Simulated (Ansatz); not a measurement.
Li₂F₂⁺, that is (LiF)2 ring with one electron fewer. Total charge 1; doublet. Geometry r2SCAN-D4/def2-TZVP, that of the neutral singlet; atoms count from 1.

Cartesian coordinates in Å:
```
Li 0.646 -0.061 0.913
F 0.852 0.833 -0.548
Li -0.646 0.061 -0.913
F -0.852 -0.833 0.548
```

**Question.** Estimate the Mulliken populations from the PBE0/def2-TZVP orbitals of Ansatz.

**Answer.** 
| atom | charge (e) | spin (α − β) |
| --- | --- | --- |
| Li1 | 0.87 | -0.01 |
| F2 | -0.37 | 0.51 |
| Li3 | 0.87 | -0.01 |
| F4 | -0.37 | 0.51 |
Mulliken values and Mayer orders depend strongly on the basis.

**Question.** Where does the spin sit?

**Answer.** Summed by element: Li -0.02, F 1.02, of 1 unpaired in all. Largest on single atoms: F4 0.51, F2 0.51, Li1 -0.01.
